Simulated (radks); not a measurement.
C2+, configuration [He] 2s2 (the NIST ground configuration). Calculated with a radial shooting solver on a logarithmic mesh with Libxc functionals: scalar-relativistic Kohn-Sham, r2SCAN, spin-polarised, spherical densities, finite nucleus; meta-GGA in the generalised Kohn-Sham scheme; Fermi nuclear charge, rms radius 2.4702 fm; hard spherical wall at 10 bohr.

Radial electron density D(r) = 4 pi r^2 rho(r):

| r (bohr) | D(r) (e/bohr) |
|---|---|
| 0.01688 | 0.3831 |
| 0.02062 | 0.5463 |
| 0.02539 | 0.7818 |
| 0.03101 | 1.090 |
| 0.03788 | 1.497 |
| 0.04626 | 2.020 |
| 0.05651 | 2.666 |
| 0.06957 | 3.458 |
| 0.08497 | 4.296 |
| 0.1038 | 5.127 |
| 0.1268 | 5.831 |
| 0.1548 | 6.253 |
| 0.1906 | 6.233 |
| 0.2328 | 5.686 |
| 0.2844 | 4.670 |
| 0.3474 | 3.394 |
| 0.4277 | 2.143 |
| 0.5224 | 1.337 |
| 0.638 | 1.071 |
| 0.7793 | 1.233 |
| 0.9518 | 1.521 |
| 1.172 | 1.613 |
| 1.431 | 1.365 |
| 1.748 | 0.8963 |
| 2.135 | 0.4395 |
| 2.608 | 0.1533 |
| 3.211 | 0.03340 |
| 3.922 | 0.004740 |
| 4.79 | 0.0003815 |

D(r) has 2 maxima, at r = 0.170, 1.12 bohr, and minima at 0.643 bohr, inside which lie 2.06 electrons.
